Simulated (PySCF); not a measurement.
Several molecules and their computed UV-vis stick spectra, shuffled. Method: PySCF, TDDFT B3LYP/def2-SVPD, vertical, gas phase, core orbitals frozen in the response. Geometries: GFN2-xTB; one conformer of each isolated species. Triplets are in the Tamm–Dancoff approximation.

A. `C=CC(=O)[SiH2]F`
B. `Cc1cc(S)ccn1`
C. `C#C[Si@]1(C)C[C@H](F)C1`
D. `C1C[C@H]2CC[C@@H]1N2`
E. `C(C)[Si@@H]1C=CC=C1F`

Lowest singlet levels (six at most, fewer where fewer were computed) with oscillator strengths:

1. 421 nm (f 0.001); 228 nm (f 0.006); 214 nm (f 0.239); 197 nm (f 0.006); 195 nm (f 0.013); 185 nm (f 0.005); T1 2.38 eV
2. 209 nm (f 0.000); 203 nm (f 0.036); 201 nm (f 0.002); 180 nm (f 0.003); 179 nm (f 0.186); 175 nm (f 0.004); T1 4.99 eV
3. 305 nm (f 0.048); 230 nm (f 0.000); 216 nm (f 0.018); 213 nm (f 0.049); 206 nm (f 0.006); 204 nm (f 0.002); T1 2.51 eV
4. 254 nm (f 0.002); 249 nm (f 0.005 summed over 2 states); 236 nm (f 0.002); 234 nm (f 0.184); 209 nm (f 0.137); 206 nm (f 0.017) [of 8 roots; the last level is left out, as the window may have cut its degenerate partner]; T1 4.03 eV
5. 212 nm (f 0.021); 182 nm (f 0.000); 182 nm (f 0.004); 177 nm (f 0.001); 170 nm (f 0.013); 165 nm (f 0.000); T1 5.69 eV

Question: Match each spectrum to its molecule.

Answer: 1 = A, 2 = C, 3 = E, 4 = B, 5 = D.
- A: S1 at 2.94 eV, HOMO→LUMO (99%); Löwdin shares by element: HOMO oxygen 54%, carbon 26% or more, silicon 11%; LUMO carbon 59%, oxygen 27%; HOMO -7.08 and LUMO -2.58 eV.
- B: S1 at 4.87 eV, HOMO-1→LUMO (88%), HOMO-1→LUMO+1 (11%); Löwdin shares by element: HOMO sulfur 50%, carbon 21% or more, nitrogen 10% (atoms not listed hold the other 18%); LUMO carbon 53% or more, nitrogen 18% (atoms not listed hold the other 29%); HOMO -6.75 and LUMO -0.98 eV.
- C: S1 at 5.93 eV, HOMO-1→LUMO (76%), HOMO-2→LUMO (12%), HOMO→LUMO+1 (8%); Löwdin shares by element: HOMO carbon 70% or more (atoms not listed hold the other 30%); LUMO carbon 56% or more, silicon 18%, hydrogen 6% or more (atoms not listed hold the other 21%); HOMO -7.62 and LUMO -0.48 eV; point group Cs, 1 of its 6 listed states under f = 0.0005.
- D: S1 at 5.84 eV, HOMO→LUMO (97%); Löwdin shares by element: HOMO nitrogen 62%, carbon 19% or more (atoms not listed hold the other 19%); LUMO carbon 19% or more, hydrogen 17% or more (atoms not listed hold the other 64%); HOMO -6.45 and LUMO 0.35 eV; point group Cs, 2 of its 6 listed states under f = 0.0005.
- E: S1 at 4.07 eV, HOMO→LUMO (98%); Löwdin shares by element: HOMO carbon 82% or more (atoms not listed hold the other 18%); LUMO carbon 71% or more (atoms not listed hold the other 29%); HOMO -6.27 and LUMO -1.67 eV.
C and D have S1 within 0.10 eV of each other; their strongest listed levels stand at 6.93 eV (f 0.186) and 5.84 eV (f 0.021).
